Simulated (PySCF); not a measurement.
Molecule: SMILES O=CO[SiH2]F, CH$_{3}$FO$_{2}$Si.

Cartesian coordinates in Å; atom numbers follow the order of the lines, from 1:
```xyz
8

O     1.4434   -1.0421   -0.5296
C     1.4898    0.0851   -0.1171
O     0.4130    0.7790    0.2317
Si   -1.0821   -0.0404    0.0827
F    -2.1382    1.0592    0.6099
H     2.4221    0.6704    0.0157
H    -1.1231   -1.2044    0.9931
H    -1.3698   -0.3259   -1.3388
```

Geometry PBE0-D3(BJ)/def2-SVP throughout; GIAO in PySCF, gas phase, one conformer, non-relativistic; equivalent atoms averaged; functional PBE0.

Question: How do the absolute shieldings σ depend on the basis set? (ppm; last column core-seconds on shared hosts with different chips, so compare them loosely)

Answer: 
```csv
basis set,functions,O1,O3,C2,Si4,F5,H6,H7/H8,core-s
pcSseg-0,55,-173.0,115.0,16.3,355.6,405.7,24.25,26.48,6.6
6-31G*,80,-84.8,125.4,42.8,407.4,362.8,24.20,26.14,9.2
cc-pVDZ,89,-102.7,123.6,40.3,426.4,371.7,23.60,25.95,10
def2-SVP,89,-99.1,123.8,38.3,423.8,367.9,23.99,26.02,9.9
pcSseg-1,107,-143.1,100.1,17.1,361.7,364.1,23.52,25.86,6.5
aug-cc-pVDZ,146,-86.7,119.3,34.4,421.0,380.6,23.20,25.65,19
"6-311+G(2d,p)",161,-116.4,99.1,21.0,357.8,365.0,23.41,25.83,20
def2-TZVP,179,-123.1,96.8,20.2,348.6,356.5,23.45,25.83,25
cc-pVTZ,196,-121.4,102.4,21.6,367.7,362.0,23.31,25.81,27
IGLO-III,214,-129.0,92.3,14.3,364.1,360.2,23.30,25.73,30
```

Question: Which nucleus moves most, in ppm?

Answer: O1 (carbonyl oxygen): from -173.0 ppm with pcSseg-0 to -84.8 ppm with 6-31G*. The smallest spread is 0.82 ppm, at H7/H8. Proton shifts span only some 12 ppm, so a few tenths of a ppm matter as much there as several ppm in carbon.

Question: Taking the largest basis, IGLO-III (214 functions), as the yardstick, rank the others by their worst heavy-atom deviation.

Answer: cc-pVTZ 10.1 ppm (196 functions), 6-311+G(2d,p) 12.5 ppm (161 functions), pcSseg-1 14.2 ppm (107 functions), def2-TZVP 15.5 ppm (179 functions), 6-31G* 44.1 ppm (80 functions), pcSseg-0 45.5 ppm (55 functions), aug-cc-pVDZ 56.9 ppm (146 functions), def2-SVP 59.7 ppm (89 functions), cc-pVDZ 62.3 ppm (89 functions).

A small basis that lands close on one nucleus may do so by chance; judge by the trend and by all nuclei.
